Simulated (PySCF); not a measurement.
AlH7O2Si2, SMILES [OH][Al]([OH])[SiH2][SiH3].

Geometry: PBE-D3(BJ)/def2-SVP. The structure was generated by enumeration; whether it is a known compound was not checked. The values are those of a single conformer.

Method: PBE-D3(BJ)/def2-SVP (PySCF).

Frequencies are harmonic and unscaled.

Question: Give all harmonic wavenumbers and intensities. (An estimate is asked for; the answer gives what the named calculation found.)

Answer: 
```
mode  ν (cm⁻¹)  IR (km/mol)  moving atoms (share of kinetic energy)
----  --------  -----------  --------------------------------------
1            9          0.2                 O 54 %, Si 30 %, H 15 %
2           64          0.3                 Si 57 %, O 22 %, H 17 %
3           86          0.1                          H 87 %, O 11 %
4          131          0.2        O 42 %, H 28 %, Si 15 %, Al 15 %
5          209         24.6        O 51 %, Si 18 %, H 18 %, Al 13 %
6          221         10.5         Al 57 %, O 20 %, H 14 %, Si 8 %
7          258          0.2                                  H 93 %
8          311         11.9                          H 90 %, Si 8 %
9          340        251.4                          H 81 %, O 16 %
10         365         15.3        Si 40 %, Al 29 %, H 19 %, O 12 %
11         432          4.4                         Si 81 %, H 12 %
12         469        167.6                           H 88 %, O 8 %
13         473         22.7                         H 83 %, Si 14 %
14         490        121.2                         H 85 %, Si 10 %
15         556          0.9                          H 60 %, O 40 %
16         644        126.1                         H 84 %, Si 14 %
17         658          0.8                                  H 93 %
18         789        157.8                 O 47 %, Al 31 %, H 21 %
19         835        227.2                          H 91 %, Si 8 %
20         874         13.6                                  H 95 %
21         899         63.4                         Al 48 %, O 45 %
22         905         44.5                                  H 95 %
23         907         50.6                                  H 97 %
24        2135         53.0                                  H 98 %
25        2145         57.2                                  H 99 %
26        2147         16.8                                  H 96 %
27        2160         95.3                                  H 96 %
28        2161        124.0                                  H 96 %
29        3817         27.1                                  H 94 %
30        3819         97.6                                  H 94 %
```
